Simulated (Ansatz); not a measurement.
The cluster Rb₂F₃⁻. Total charge -1; singlet. Geometry PBE0-D4/def2-SVPD, basis def2-TZVPD, Ansatz.

```xyz
5

Rb    1.3811    2.0992    0.6924
Rb   -1.3811   -2.0970   -0.7005
F     2.7070    4.1042    1.3714
F    -0.0039    0.0050   -0.0054
F    -2.7030   -4.1114   -1.3578
```

```csv
run,HOMO (eV),LUMO (eV)
A,-3.02,1.95
B,-1.27,1.58
C,-1.50,2.02
D,-4.88,2.10
E,-4.65,2.14
```

In the def2 sets Rb takes a core potential; there is no spin–orbit coupling. Another isomer (singlet) lies 0.02 eV lower at PBE0-D4/def2-TZVPD; other spin states weren't run for this one.

The runs used BHLYP, CAM-B3LYP, PBE, PBE0, r2SCAN. Estimate which is which.

A PBE0 (25 % exact exchange); B PBE (0 % exact exchange); C r2SCAN (0 % exact exchange); D BHLYP (50 % exact exchange); E CAM-B3LYP (range-separated). Exact exchange lowers occupied and raises empty levels; among semilocal functionals meta-GGAs tend to open the gap a little, and such runs are hard to tell apart. The gap grows from 2.84 eV (PBE) to 6.98 eV (BHLYP).
